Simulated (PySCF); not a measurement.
ClF₂HSSi.

```xyz
6

F     -1.2540    -0.8121    -1.0430
Si    -0.2270     0.1049    -0.2221
F     -0.5062     1.6318    -0.6347
S      1.7094    -0.5277    -0.7526
Cl    -0.6250    -0.0415     1.7710
H      2.2950     0.3009     0.1426
```
Charge 0, spin multiplicity 1.

Geometry optimised at r2SCAN-D4/def2-SVP. One conformer was computed; it need not be the lowest.

Calculation: HF/pcSseg-1 (PySCF). Non-relativistic, no solvent.

Computed absolute GIAO shielding of each atom: isotropic value and principal components (ppm):
| atom | σ(iso) | σ11 | σ22 | σ33 | span |
|---|---|---|---|---|---|
| F1 | 336.3 | 290.3 | 319.2 | 399.5 | 109.2 |
| Si2 | 418.7 | 377.9 | 409.7 | 468.6 | 90.6 |
| F3 | 322.0 | 280.5 | 293.2 | 392.3 | 111.8 |
| S4 | 718.7 | 606.0 | 699.5 | 850.7 | 244.7 |
| Cl5 | 908.7 | 826.0 | 829.3 | 1070.9 | 244.9 |
| H6 | 30.4 | 22.5 | 27.3 | 41.3 | 18.7 |
